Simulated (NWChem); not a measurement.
Molecule: C$_{2}$H$_{7}$FOSi; SMILES COC[SiH2]F

```xyz
12

C      0.5345    -2.3077     0.4036
O     -0.2070    -1.5279    -0.4867
C     -0.7725    -0.3681     0.0904
Si     0.3890     1.0789    -0.2721
F     -0.1231     2.4082     0.5228
H     -0.0989    -2.7155     1.2163
H      1.3681    -1.7475     0.8701
H      0.9584    -3.1485    -0.1632
H     -1.7538    -0.1923    -0.3830
H     -0.9681    -0.4935     1.1731
H      0.3898     1.3848    -1.7288
H      1.7712     0.7681     0.1905
```
Atoms are numbered in this order, from 1.

STO-3G and 3-21G are far too small for this property and stand as cheap habits. Geometry: optimised at PBE0/def2-SVP. No frequency run checked for a minimum.

Give the principal values of the shielding tensors (ppm) of C1, O2, C3, Si4, F5 from Hartree-Fock/STO-3G, GIAO (NWChem), with their diamagnetic and paramagnetic parts as GIAO splits them.


| atom | σ11 | σ22 | σ33 | isotropic | diamagnetic | paramagnetic |
|---|---|---|---|---|---|---|
| C1 | 173.1 | 179.6 | 238.0 | 196.9 | 248.7 | -51.8 |
| O2 | 389.8 | 406.9 | 460.3 | 419.0 | 377.8 | 41.2 |
| C3 | 175.9 | 181.6 | 253.8 | 203.8 | 249.2 | -45.4 |
| Si4 | 568.1 | 583.0 | 650.0 | 600.4 | 866.8 | -266.4 |
| F5 | 433.2 | 670.6 | 692.7 | 598.8 | 456.7 | 142.2 |
